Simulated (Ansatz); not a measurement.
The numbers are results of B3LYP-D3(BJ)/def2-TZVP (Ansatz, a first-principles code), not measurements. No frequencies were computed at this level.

Ansatz 0.2 input:
```yaml
crystal:
  periodic: [false, false, false]
  atoms:
    - { symbol: F, position_ang: [1.518347, -0.741392, -0.003375] }
    - { symbol: Ga, position_ang: [-0.004001, 0.081789, 0.000392] }
    - { symbol: F, position_ang: [-1.418033, -0.918429, -0.005147] }
    - { symbol: H, position_ang: [-0.096313, 1.578031, 0.00813] }
basis:
  gaussian: { orbitals: def2-tzvp }
hamiltonian:
  xc: b3lyp
  dispersion: d3bj
relax:
  max_steps: 150
```

Output:

```
Functional definition: B3LYP
759 factors; their error is unknown
mean field evaluation 1: about -57828.8852 eV, gradient 6.1e1 eV
mean field evaluation 2: about -57810.1074 eV, gradient 1.3e2 eV
mean field evaluation 4: about -57833.8645 eV, gradient 4.2e0 eV
mean field evaluation 8: about -57833.8843 eV, gradient 5.3e-2 eV
mean field evaluation 16: about -57834.0488 eV, gradient 6.9e-6 eV
mean field -57834.04880334 eV, -2125.3620921965 hartree, gradient 6.9e-6 eV, S^2 0.000000; 0 other end points of the search recorded, 0 dependent functions left out
reference -57834.04899518 eV, -2125.3620992464 hartree; 25, 25 occupied and 91, 91 virtual orbitals, 759 factors
relax step   1: F+E_penalty+E_count = -57834.11244766 eV  Δ(F+E_penalty+E_count) = +0.000e0 eV  max|allowed force component| = 6.947e-1 eV/Å  Δτ_max = 0.0000 Å  (25 SCF iters, accepted)
these checks for a lower state are left out or cut short: starts, cluster_reference, orbital_swaps, neighbouring_geometries, increment
759 factors; their error is unknown
mean field -57834.07674318 eV, -2125.3631189667 hartree, gradient 7.7e-6 eV, S^2 0.000000; 0 other end points of the search recorded, 0 dependent functions left out
reference -57834.07693499 eV, -2125.3631260156 hartree; 25, 25 occupied and 91, 91 virtual orbitals, 759 factors
relax step   2: F+E_penalty+E_count = -57834.14019377 eV  Δ(F+E_penalty+E_count) = -2.775e-2 eV  max|allowed force component| = 2.638e-1 eV/Å  Δτ_max = 0.0377 Å  (28 SCF iters, accepted)
these checks for a lower state are left out or cut short: starts, cluster_reference, orbital_swaps, neighbouring_geometries, increment
759 factors; their error is unknown
mean field -57834.08266364 eV, -2125.3633365397 hartree, gradient 7.7e-6 eV, S^2 0.000000; 0 other end points of the search recorded, 0 dependent functions left out
reference -57834.08285539 eV, -2125.3633435861 hartree; 25, 25 occupied and 91, 91 virtual orbitals, 759 factors
relax step   3: F+E_penalty+E_count = -57834.14602436 eV  Δ(F+E_penalty+E_count) = -5.831e-3 eV  max|allowed force component| = 4.213e-2 eV/Å  Δτ_max = 0.0231 Å  (29 SCF iters, accepted)
these checks for a lower state are left out or cut short: starts, cluster_reference, orbital_swaps, neighbouring_geometries, increment
759 factors; their error is unknown
mean field evaluation 32: about -57833.9170 eV, gradient 2.1e-4 eV
mean field -57834.08276248 eV, -2125.3633401718 hartree, gradient 2.3e-5 eV, S^2 0.000000; 0 other end points of the search recorded, 0 dependent functions left out
reference -57834.08295419 eV, -2125.3633472172 hartree; 25, 25 occupied and 91, 91 virtual orbitals, 759 factors
relax step   4: F+E_penalty+E_count = -57834.14614315 eV  Δ(F+E_penalty+E_count) = -1.188e-4 eV  max|allowed force component| = 1.116e-2 eV/Å  Δτ_max = 0.0036 Å  (29 SCF iters, accepted)
these checks for a lower state are left out or cut short: starts, cluster_reference, orbital_swaps, neighbouring_geometries, increment
759 factors; their error is unknown
mean field -57834.08277398 eV, -2125.3633405946 hartree, gradient 7.6e-6 eV, S^2 0.000000; 0 other end points of the search recorded, 0 dependent functions left out
reference -57834.08296569 eV, -2125.3633476397 hartree; 25, 25 occupied and 91, 91 virtual orbitals, 759 factors
relax step   5: F+E_penalty+E_count = -57834.14616357 eV  Δ(F+E_penalty+E_count) = -2.042e-5 eV  max|allowed force component| = 1.504e-4 eV/Å  Δτ_max = 0.0017 Å  (24 SCF iters, accepted)
759 factors; their error is unknown
mean field -57834.08277398 eV, -2125.3633405946 hartree, gradient 7.8e-6 eV, S^2 0.000000; 1 other end points of the search recorded, 0 dependent functions left out
reference -57834.08296569 eV, -2125.3633476397 hartree; 25, 25 occupied and 91, 91 virtual orbitals, 759 factors
Total energy: -57834.14635528 eV, -2125.3656771641 hartree
Atom 0 at     1.500395    -0.785060    -0.003585 Å, force    -0.000082    -0.000029     0.000046 eV/Å
Atom 1 at    -0.006394     0.105889     0.000565 Å, force    -0.000079     0.000059    -0.000150 eV/Å
Atom 2 at    -1.394713    -0.960300    -0.005336 Å, force     0.000092    -0.000092     0.000045 eV/Å
Atom 3 at    -0.099289     1.639470     0.008357 Å, force     0.000068     0.000062     0.000059 eV/Å
Dipole moment:    -0.032559     0.538147     0.002782 e Å
```

Cost: roughly 21 core-seconds.
